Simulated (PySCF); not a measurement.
# Bonding in `C#Cc1nncs1`

C4H2N2S.
SMILES with atom numbers: `[CH:1]#[C:2][c:3]1[n:4][n:5][cH:6][s:7]1` (hydrogens: H8 on C1; H9 on C6)

Structure used (GFN2-xTB), in Å, numbered top down from 1:
```xyz
9
C4H2N2S angstrom
C      2.7628    0.0575    0.3795
C      1.5862    0.0040    0.1417
C      0.2081   -0.0385   -0.0864
N     -0.3646   -0.4468   -1.1686
N     -1.6791   -0.3887   -1.1351
C     -2.1510    0.0628   -0.0309
S     -0.9468    0.4862    1.1460
H      3.7955    0.0939    0.5617
H     -3.1976    0.1757    0.1670
```

Bond orders from the PBE0/pcSseg-1 density (PySCF). Isolated species at its GFN2-xTB geometry, gas phase.

(1) How far do the computed orders between heavy atoms stray from the drawn ones?

(2) Give the Mayer order of every bond, beside its length.

Answers

(1) The largest departure is 0.713, at C1–C2 (drawn triple, 2.287), counting aromatic bonds as 1.5. Drawn double or triple, more than 0.30 short of the drawn order: C1–C2 (2.287). The bonds drawn aromatic range from 1.08 to 1.66.

(2) 
```json
{"bond": "C1–C2", "drawn as": "triple", "length (Å)": "1.202", "Mayer order": "2.287"}
{"bond": "C2–C3", "drawn as": "single", "length (Å)": "1.398", "Mayer order": "0.920"}
{"bond": "C3–N4", "drawn as": "aromatic", "length (Å)": "1.291", "Mayer order": "1.636"}
{"bond": "N4–N5", "drawn as": "aromatic", "length (Å)": "1.316", "Mayer order": "1.223"}
{"bond": "N5–C6", "drawn as": "aromatic", "length (Å)": "1.283", "Mayer order": "1.655"}
{"bond": "C6–S7", "drawn as": "aromatic", "length (Å)": "1.736", "Mayer order": "1.152"}
{"bond": "S7–C3", "drawn as": "aromatic", "length (Å)": "1.769", "Mayer order": "1.083"}
{"bond": "C1–H8", "drawn as": "single", "length (Å)": "1.049", "Mayer order": "1.142"}
{"bond": "C6–H9", "drawn as": "single", "length (Å)": "1.071", "Mayer order": "0.950"}
```

By pair of heavy elements: C–C: lowest C2–C3 (0.920, 1.398 Å), highest C1–C2 (2.287, 1.202 Å). C–N: all 2 within 0.02 of one another (1.636 to 1.655). C–S: lowest S7–C3 (1.083, 1.769 Å), highest C6–S7 (1.152, 1.736 Å).

Question: Sum the orders of all bonds at each heavy atom with more than one neighbour and set the sums beside the valence in the SMILES.

Answer: C1 3.429 (drawn 4), C2 3.207 (drawn 4), C3 3.639 (drawn 4), N4 2.859 (drawn 3), N5 2.878 (drawn 3), C6 3.757 (drawn 4), S7 2.235 (drawn 2). Orders between atoms that aren't bonded are not in these sums.

For a closed shell the Mayer order of atoms A and B is Σ (PS)μν (PS)νμ over the basis functions μ on A and ν on B, with P the density and S the overlap matrix.
